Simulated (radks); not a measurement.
Spherical jellium clusters: N electrons in a uniform positive sphere of charge N and radius rs N^(1/3), rs = 5.76 bohr. Level of theory: non-relativistic Kohn-Sham, LDA (Slater exchange, Perdew-Wang correlation), spin-polarised, spherical densities (a radial shooting solver with Libxc functionals). Levels are named by radial order and angular momentum (1s, 1p, 1d, 2s, ...), and open shells are averaged over m. Each electron was tried in the lowest free levels, single moves between levels near the top were tried too, and the lowest total energy was kept; such a search can miss a lower state. Energies include the self-energy of the background; IP and EA are vertical (highest electron removed, lowest free level filled), at fixed background; spill-out counts the electrons outside the background radius R, and alpha is the static dipole polarisability from linear response (closed shells only). A dash means not computed or, for alpha, an open shell; in EA it means that no bound solution was reached, which is typical of self-interaction and does not show that the anion is unstable. Real open-shell clusters deform, which this model forbids.

N                         open shells  2S  E/N (eV)  E(N+1) + E(N-1) - 2E(N) (eV)  EA (eV)  alpha/R^3
1                    1s(up 1, down 0)   1    -1.360                             -        -          -
2                                none   0    -1.610                         0.589        -      1.386
3                    1p(up 1, down 0)   1    -1.497                        -0.414        -          -
4                    1p(up 2, down 0)   2    -1.544                        -0.259        -          -
5                    1p(up 3, down 0)   3    -1.624                         0.229        -          -
6                    1p(up 3, down 1)   2    -1.639                        -0.215    1.081          -
7                    1p(up 3, down 2)   1    -1.681                        -0.151    1.269          -
8                                none   0    -1.731                         0.618        -      1.272
9                    1d(up 1, down 0)   1    -1.701                        -0.158        -          -
10                   1d(up 2, down 0)   2    -1.693                        -0.129    1.064          -
11                   1d(up 3, down 0)   3    -1.698                        -0.107    1.193          -
12                   1d(up 4, down 0)   4    -1.711                        -0.090    1.302          -
13                   1d(up 5, down 0)   5    -1.729                         0.230    1.098          -
14                   1d(up 5, down 1)   4    -1.729                        -0.101    1.219          -
15                   1d(up 5, down 2)   3    -1.735                        -0.085    1.322          -
16                   1d(up 5, down 3)   2    -1.745                        -0.073    1.410          -
17                   1d(up 5, down 4)   1    -1.759                        -0.063    1.486          -
18                               none   0    -1.775                         0.135    1.376      1.209
19                   2s(up 1, down 0)   1    -1.781                         0.175    1.236          -
20                               none   0    -1.779                         0.086    1.160      1.227
21                   1f(up 1, down 0)   1    -1.772                        -0.068    1.237          -
22                   1f(up 2, down 0)   2    -1.770                        -0.061    1.306          -
23                   1f(up 3, down 0)   3    -1.770                        -0.055    1.368          -
24                   1f(up 4, down 0)   4    -1.772                        -0.050    1.425          -
25                   1f(up 5, down 0)   5    -1.777                        -0.046    1.477          -
26                   1f(up 6, down 0)   6    -1.782                        -0.042    1.524          -
27                   1f(up 7, down 0)   7    -1.789                         0.195    1.338          -
28                   1f(up 7, down 1)   6    -1.788                        -0.050    1.396          -
29                   1f(up 7, down 2)   5    -1.790                        -0.046    1.449          -
30                   1f(up 7, down 3)   4    -1.792                        -0.042    1.498          -
31                   1f(up 7, down 4)   3    -1.796                        -0.039    1.543          -
32                   1f(up 7, down 5)   2    -1.801                        -0.036    1.584          -
33                   1f(up 7, down 6)   1    -1.806                        -0.033    1.623          -
34                               none   0    -1.813                         0.224    1.414      1.168
35                   2p(up 1, down 0)   1    -1.812                        -0.024    1.451          -
36                   2p(up 2, down 0)   2    -1.812                        -0.016    1.481          -
37                   2p(up 3, down 0)   3    -1.813                         0.141    1.343          -
38  2p(up 3, down 0) 1g(up 1, down 0)   4    -1.810                             -    1.384          -

All shells are closed at N = 2, 8, 18, 20, 34 (there: 1s2 1p6 1d10 2s2 1f14); the second difference of the energy has clear peaks (12 % above both neighbours; the first and last values, which can be the largest, are not judged, and half-filled shells can peak too) at N = 5, 8, 13, 19, 27, 34.
